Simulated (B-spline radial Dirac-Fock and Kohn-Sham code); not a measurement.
# Kohn-Sham estimates against Dirac-Fock for the levels of Pr⁴²⁺

System: the Pr⁴²⁺ ion in the configuration [Ne] 3s2 3p5.

The density-functional columns are spherical, spin-unpolarised Dirac-Kohn-Sham results without Breit or QED terms: −ε is minus the orbital energy of the initial state and ΔSCF the difference of two total energies. The reference in the last column comes from multi-electron Dirac-Fock with separately optimised hole states, Breit and Lamb-shift corrections added in first order. All numbers are from an atomic code on a B-spline grid, in eV; a selection of levels is shown. The Kohn-Sham columns are given as differences from the reference. For the 1s level of heavy atoms much of the gap between ΔSCF and the reference is the Breit and QED part, -166.5 eV here; for other levels the error of the functional can be larger.

```
level  LDA −ε − DF  LDA ΔSCF − DF  Dirac-Fock
    K       -300.0         +154.9     44593.1
   L1       -151.4          -41.6      9340.4
   L2       -115.2          +16.5      8965.9
   M1        -59.0          -12.8      3586.0
 M2,3        -41.5           +6.1      3361.7
```

Values without a named source are computed, but for edge energies of neutral atoms, which are taken from tables.
